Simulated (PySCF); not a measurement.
Correlation energy of Ga (gallium, neutral)

[Ar] 3d10 4s1 4p2, high-spin 4P determinant (an excited configuration). All numbers are calculated (PySCF 2.14, scalar relativity through the core potential, in aug-cc-pVTZ-PP with one added diffuse shell each of s, d, f type with ECP10MDF (7s5p5d3f, 68 functions)). Frozen: 3s2 3p6 3d10; 3 electrons correlated.

| level | correlation energy (mhartree) |
| --- | --- |
| CCSD | -12.42 |
| (T) | -0.11 |
| CCSD(T) | -12.53 |

Diagnostics: T1 = 0.0040, D1 = 0.0072, largest double amplitude 0.043.

Question: Is a single reference adequate?

Answer: Yes, within this model without spin-orbit coupling: T1 lies below 0.03 and no double amplitude reaches 0.07.
